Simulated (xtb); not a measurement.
C5H7O2 (SMILES CC(=O)C=C(C)[O]), doublet, from a rough starting geometry; GFN2-xTB (xtb).

The xtb input:
```
$ xtb mol.xyz --gfn 2 --uhf 1 --opt vtight --json

# file mol.xyz
14

C      2.48190301    -0.14037325     0.07739761
C      1.06484679    -0.56561565    -0.27459528
O      0.91027112    -1.60488057    -0.91754755
C     -0.00833421     0.24845342     0.12473238
C     -1.21454817    -0.20467596    -0.15979402
C     -2.39649869     0.55201966     0.16962693
O     -1.33718444    -1.29129979    -0.82578228
H      3.08494128    -1.06494768     0.18332892
H      2.53357216     0.40694978     0.91177129
H      2.85174012     0.40446861    -0.79165852
H      0.19880937     1.19918936     0.81134024
H     -2.33893349     0.89790458     1.11231126
H     -3.33705917    -0.05759937     0.12998383
H     -2.61997445     1.40799469    -0.53362403
```

It wrote (shortened):

```
   ID    Z sym.   atoms
    1    6 C      1, 2, 4-6
    2    8 O      3, 7
    3    1 H      8-14

           -------------------------------------------------
          |                Calculation Setup                |
           -------------------------------------------------

           -------------------------------------------------
          |                 G F N 2 - x T B                 |
           -------------------------------------------------

          ...................................................
          :                      SETUP                      :
          :.................................................:
          :  # basis functions                  35          :
          :  # atomic orbitals                  35          :
          :  # shells                           21          :
          :  # electrons                        39          :
          :  max. iterations                   250          :
          :  Hamiltonian                  GFN2-xTB          :
          :  restarted?                      false          :
          :  GBSA solvation                  false          :
          :  PC potential                    false          :
          :  electronic temp.          300.0000000     K    :
          :  accuracy                    1.0000000          :
          :  -> integral cutoff          0.2500000E+02      :
          :  -> integral neglect         0.1000000E-07      :
          :  -> SCF convergence          0.1000000E-05 Eh   :
          :  -> wf. convergence          0.1000000E-03 e    :
          :  Broyden damping             0.4000000          :
          :  net charge                          0          :
          :  unpaired electrons                  1          :
          ...................................................

 iter      E             dE          RMSdq      gap      omega  full diag
   1    -22.5376473 -0.225376E+02  0.409E+00    3.69       0.0  T
   2    -22.5767384 -0.390911E-01  0.208E+00    2.75       1.0  T
   3    -22.5733603  0.337812E-02  0.168E+00    3.20       1.0  T
   4    -22.5824369 -0.907666E-02  0.910E-01    3.04       1.0  T
   5    -22.5925100 -0.100730E-01  0.113E-01    3.03       1.0  T
   6    -22.5925382 -0.282389E-04  0.586E-02    3.04       1.0  T
   7    -22.5925426 -0.437274E-05  0.314E-02    3.04       1.0  T
   8    -22.5925461 -0.358016E-05  0.107E-02    3.04       2.5  T
[...]
         :: total energy             -22.288973085295 Eh    ::
 * total energy  :   -22.2889731 Eh     change       -0.1220002E-10 Eh
 * total energy  :   -22.3156520 Eh     change       -0.2667893E-01 Eh
 * total energy  :   -22.3201027 Eh     change       -0.4450635E-02 Eh
 * total energy  :   -22.3204243 Eh     change       -0.3216863E-03 Eh
 * total energy  :   -22.3204633 Eh     change       -0.3897027E-04 Eh
 * total energy  :   -22.3204807 Eh     change       -0.1739636E-04 Eh
 * total energy  :   -22.3204849 Eh     change       -0.4214537E-05 Eh
 * total energy  :   -22.3204861 Eh     change       -0.1174373E-05 Eh
 * total energy  :   -22.3204863 Eh     change       -0.2219897E-06 Eh
 * total energy  :   -22.3204864 Eh     change       -0.5790065E-07 Eh
   *** GEOMETRY OPTIMIZATION CONVERGED AFTER 10 ITERATIONS ***
         :: total energy             -22.320486380366 Eh    ::
[...]

 Mol. C6AA /au·bohr⁶  :       1904.240734
 Mol. C8AA /au·bohr⁸  :      43140.142755
 Mol. α(0) /au        :         66.299250

Wiberg/Mayer (AO) data.
largest (>0.10) Wiberg bond orders for each atom

 ---------------------------------------------------------------------------
     #   Z sym  total        # sym  WBO       # sym  WBO       # sym  WBO
 ---------------------------------------------------------------------------
     1   6 C    3.980 --     9 H    0.981     8 H    0.976    10 H    0.959
                             2 C    0.936
     2   6 C    3.945 --     3 O    1.601     4 C    1.283     1 C    0.936
     3   8 O    2.226 --     2 C    1.601     7 O    0.267     4 C    0.151
     4   6 C    3.901 --     2 C    1.283     5 C    1.278    11 H    0.974
                             3 O    0.151     7 O    0.150
     5   6 C    3.945 --     7 O    1.606     4 C    1.278     6 C    0.935
     6   6 C    3.980 --    13 H    0.980    12 H    0.976    14 H    0.960
                             5 C    0.935
     7   8 O    2.230 --     5 C    1.606     3 O    0.267     4 C    0.150
     8   1 H    0.994 --     1 C    0.976
     9   1 H    0.996 --     1 C    0.981
    10   1 H    0.993 --     1 C    0.959
    11   1 H    0.998 --     4 C    0.974
    12   1 H    0.995 --     6 C    0.976
    13   1 H    0.994 --     6 C    0.980
    14   1 H    0.994 --     6 C    0.960
 ---------------------------------------------------------------------------

Topologies differ in total number of bonds
Writing topology from bond orders to xtbtopo.mol

molecular dipole:
                 x           y           z       tot (Debye)
 q only:        0.230       1.427       0.833
   full:        0.273       1.683       0.965       4.979
molecular quadrupole (traceless):
                xx          xy          yy          xz          yz          zz
 q only:        8.826      -2.396      -6.056      -0.883      -3.542      -2.771
  q+dip:        9.582      -2.699      -6.870      -1.068      -4.428      -2.712
   full:        9.508      -2.764      -7.270      -1.178      -5.282      -2.239

optimized geometry written to: xtbopt.xyz

           -------------------------------------------------
          | TOTAL ENERGY              -22.320486380366 Eh   |
          | GRADIENT NORM               0.000075202065 Eh/α |
          | HOMO-LUMO GAP               3.071361567290 eV   |
           -------------------------------------------------

normal termination of xtb
```
